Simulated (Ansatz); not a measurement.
`[NH2][Nb](=[O])([OH])[Cl]` and `[O]=[Nb]([OH])([F])[Cl]` differ in one atom or group.

Ansatz, PBE0-D4/def2-TZVP geometries, multiplicity 1. Each molecule was computed in one conformer, which needn't be the lowest.

Elements past krypton have def2 core potentials.

| property | `[NH2][Nb](=[O])([OH])[Cl]` |
| --- | --- |
| HOMO–LUMO gap (PBE/def2-TZVPP) / eV | 4.60 |
| zero-point energy (PBE0-D4/def2-TZVP) / kJ/mol | 112.0 |
| HOMO energy (PBE/def2-TZVPP) / eV | -7.07 |
| HOMO–LUMO gap (PBE0/def2-TZVPP) / eV | 6.81 |
| HOMO–LUMO gap (ωB97M-V/def2-TZVPP) / eV | 11.16 |
| HOMO–LUMO gap (B3LYP/def2-TZVPP) / eV | 6.32 |

Give the same properties after the change, and the shifts. (Estimate.)

Computed: 
```csv
property,`[O]=[Nb]([OH])([F])[Cl]`,shift
HOMO–LUMO gap (PBE/def2-TZVPP) / eV,5.12,0.52
zero-point energy (PBE0-D4/def2-TZVP) / kJ/mol,52.8,-59.2
HOMO energy (PBE/def2-TZVPP) / eV,-8.03,-0.96
HOMO–LUMO gap (PBE0/def2-TZVPP) / eV,7.38,0.57
HOMO–LUMO gap (ωB97M-V/def2-TZVPP) / eV,11.81,0.65
HOMO–LUMO gap (B3LYP/def2-TZVPP) / eV,6.86,0.54
```

With PBE0 the HOMO falls by 1.06 eV and the LUMO falls by 0.49 eV, so the gap widens by about 0.57 eV. PBE moves the HOMO by -0.96 eV and ωB97M-V by -1.04 eV. The zero-point energy changes by -59.2 kJ/mol with -6 modes.

B3LYP here is the variant with VWN-RPA as its local correlation; programs differ in this.
